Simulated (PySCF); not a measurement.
A structure optimised at B3LYP-D3(BJ)/def2-SVP, used in a PySCF frequency run:

```xyz
4

Ge     0.0000     0.0000     0.1133
O      0.0000     0.0000     1.7410
F      0.0000     1.3295    -0.9751
F      0.0000    -1.3295    -0.9751
```
Charge 0, spin multiplicity 1.

Write its SMILES, formula and point group.

[O]=[Ge]([F])[F], F2GeO, C2v

What are its rotational constants (standard atomic weights)?

7.5249, 5.9077, 3.3095 GHz
